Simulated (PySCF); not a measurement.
**Vibration and rotation of CdH**

UHF-CCSD(T) constants of CdH, ²Σ⁺ (doublet), unpaired electrons σ ↑ (Cd cc-pVDZ-PP with ECP28, H cc-pVDZ; scalar-relativistic core potentials (PySCF 2.14); masses 113.9034 and 1.0078 u):

- ωe: 1478.9 cm⁻¹
- ωexe: 58.7 cm⁻¹
- Be: 5.541 cm⁻¹
- αe: 0.259 cm⁻¹
- D (centrifugal): 0.000311 cm⁻¹
- De to Cd + H: 0.68 eV

Q: Give the vibrational terms G(v) and spacings up to v = 3.

A: G(v) = ωe(v+½) − ωexe(v+½)².

```tsv
v	G(v) (cm⁻¹)	G(v) − G(v−1)	Bv (cm⁻¹)
0	725		5.412
1	2086	1362	5.153
2	3330	1244	4.894
3	4457	1127	4.635
```

Q: How well does the Morse estimate ωe²/(4ωexe) reproduce De, and what is D0?

A: It gives 1.15 eV, 170 % of the computed De. D0 = De − G(0) = 0.68 − 0.09 = 0.59 eV.

Correlated steps freeze no core orbitals. Correlated levels converge slowly with the basis: in double zeta they bind strong bonds too weakly, by up to about 1 eV, and carry superposition errors of some tenths. Spin–orbit coupling is left out. The state is the lowest determinant that a PBE0 search found; another state may lie lower at other levels.
